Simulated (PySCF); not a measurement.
# NaI: energy against distance

Set-up: PySCF, scalar-relativistic core potentials, basis sets Na cc-pVTZ, I cc-pVTZ-PP with ECP28. Energies in eV from Na + I in their ground configurations at the same level. State: ¹Σ⁺ (singlet), closed shell.

All columns are PBE0. A positive dipole means Na(−)I(+).

```tsv
R (Å)	E (eV)	μ (D)	Mulliken charge on Na (basis-dependent)	HOMO (eV)	LUMO (eV)	Mayer bond order	⟨S²⟩
2.347	-2.690	-7.55	0.41	-6.25	-1.54	1.05	0.00
2.456	-2.979	-7.92	0.36	-6.13	-1.62	1.10	0.00
2.565	-3.138	-8.31	0.35	-6.02	-1.70	1.10	0.00
2.647	-3.193	-8.61	0.36	-5.94	-1.76	1.07	0.00
2.729	-3.207	-8.93	0.38	-5.87	-1.83	1.03	0.00
2.811	-3.191	-9.25	0.41	-5.80	-1.90	0.99	0.00
2.920	-3.133	-9.68	0.45	-5.70	-1.99	0.93	0.00
3.057	-3.021	-10.24	0.50	-5.59	-2.11	0.86	0.00
3.220	-2.852	-10.92	0.54	-5.46	-2.26	0.79	0.00
3.438	-2.600	-11.84	0.59	-5.30	-2.46	0.72	0.00
```

A fit through these points gives, at Re = 2.723 Å, μ = -8.90 D and dμ/dR = -3.86 D/Å; the reduced mass is 19.46 u.

Question: How strong is the fundamental in the double-harmonic approximation, I = 42.26·(dμ/dR)²/μred km/mol?

Answer: I = 42.26·(-3.86)²/19.46 = 32.4 km/mol at PBE0.

These are scalar-relativistic numbers at best; spin–orbit coupling would shift them, the dissociation energy most.
